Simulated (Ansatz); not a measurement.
`C[Si](C)(C)[Si](C)(C)[Si](C)(C)[Si](C)(C)[Si](C)(C)C`. Charge 0, multiplicity 3. Geometry PBE-D4/def2-SVP, that of the neutral singlet; atoms count from 1.

```xyz
53

C    -1.311    1.443   -4.798
Si    0.035    0.890   -3.571
C     1.508    2.089   -3.688
C     0.615   -0.859   -4.040
Si   -0.858    0.871   -1.386
C    -2.126   -0.552   -1.272
C    -1.755    2.526   -1.057
Si    0.888    0.657    0.185
C     1.799    2.337    0.264
C     2.138   -0.682   -0.359
Si    0.054    0.176    2.343
C     1.272    0.882    3.639
C    -1.643    1.018    2.595
Si   -0.130   -2.143    2.738
C     1.612   -2.901    2.842
C    -1.013   -2.404    4.405
C    -1.109   -3.036    1.376
H    -0.925    1.445   -5.840
H    -1.668    2.468   -4.566
H    -2.187    0.763   -4.762
H     1.221    3.113   -3.374
H     1.889    2.147   -4.729
H     2.345    1.758   -3.039
H     1.405   -1.221   -3.351
H     1.027   -0.876   -5.071
H    -0.226   -1.582   -4.000
H    -1.650   -1.533   -1.469
H    -2.593   -0.599   -0.266
H    -2.936   -0.410   -2.018
H    -2.571    2.684   -1.793
H    -2.202    2.545   -0.042
H    -1.054    3.382   -1.138
H     1.114    3.143    0.600
H     2.646    2.292    0.980
H     2.202    2.624   -0.729
H     2.617   -0.404   -1.321
H     1.642   -1.665   -0.496
H     2.941   -0.808    0.397
H     1.380    1.980    3.525
H     0.917    0.678    4.672
H     2.278    0.427    3.529
H    -2.026    0.833    3.620
H    -1.568    2.117    2.453
H    -2.395    0.634    1.875
H     1.555   -3.984    3.083
H     2.216   -2.410    3.633
H     2.156   -2.794    1.882
H    -0.459   -1.912    5.231
H    -2.038   -1.981    4.386
H    -1.094   -3.485    4.648
H    -0.615   -2.925    0.389
H    -2.138   -2.634    1.283
H    -1.185   -4.121    1.599
```

Single mean-field runs in def2-TZVP are fitted with def2-universal-jkfit. At PBE0-D4/def2-TZVP a singlet of charge 0 lies 4.60 eV below the triplet at the same geometry.

(1) Estimate the Mulliken populations of the heavy atoms from the PBE0/def2-TZVP orbitals of Ansatz.

(2) Where does the spin sit?

(3) And the Mayer bond orders between heavy atoms (over 0.3)?

Answers

(1) 
```json
{"atom": "C1", "charge (e)": "-0.45", "spin (α − β)": "0.02"}
{"atom": "Si2", "charge (e)": "0.17", "spin (α − β)": "0.29"}
{"atom": "C3", "charge (e)": "-0.47", "spin (α − β)": "-0.01"}
{"atom": "C4", "charge (e)": "-0.47", "spin (α − β)": "0.00"}
{"atom": "Si5", "charge (e)": "0.10", "spin (α − β)": "0.51"}
{"atom": "C6", "charge (e)": "-0.42", "spin (α − β)": "-0.04"}
{"atom": "C7", "charge (e)": "-0.46", "spin (α − β)": "-0.03"}
{"atom": "Si8", "charge (e)": "0.07", "spin (α − β)": "0.59"}
{"atom": "C9", "charge (e)": "-0.47", "spin (α − β)": "-0.03"}
{"atom": "C10", "charge (e)": "-0.43", "spin (α − β)": "-0.05"}
{"atom": "Si11", "charge (e)": "0.02", "spin (α − β)": "0.47"}
{"atom": "C12", "charge (e)": "-0.45", "spin (α − β)": "0.00"}
{"atom": "C13", "charge (e)": "-0.42", "spin (α − β)": "-0.06"}
{"atom": "Si14", "charge (e)": "0.25", "spin (α − β)": "0.05"}
{"atom": "C15", "charge (e)": "-0.47", "spin (α − β)": "-0.01"}
{"atom": "C16", "charge (e)": "-0.49", "spin (α − β)": "0.01"}
{"atom": "C17", "charge (e)": "-0.45", "spin (α − β)": "0.00"}
```
Mulliken values depend strongly on the basis.

(2) Summed by element: C -0.20, Si 1.91, H 0.29, of 2 unpaired in all. Largest on single atoms: Si8 0.59, Si5 0.51, Si11 0.47.

(3) C1–Si2 0.94 (1.90 Å); Si2–C3 0.97 (1.90 Å); Si2–C4 0.98 (1.90 Å); Si2–Si5 0.91 (2.36 Å); Si5–C6 0.93 (1.91 Å); Si5–C7 0.93 (1.91 Å); Si5–Si8 0.95 (2.36 Å); Si8–C9 0.94 (1.91 Å); Si8–C10 0.89 (1.91 Å); Si8–Si11 0.95 (2.36 Å); Si11–C12 0.89 (1.91 Å); Si11–C13 0.91 (1.91 Å); Si11–Si14 0.93 (2.36 Å); Si14–C15 0.97 (1.90 Å); Si14–C16 0.99 (1.90 Å); Si14–C17 0.99 (1.90 Å).
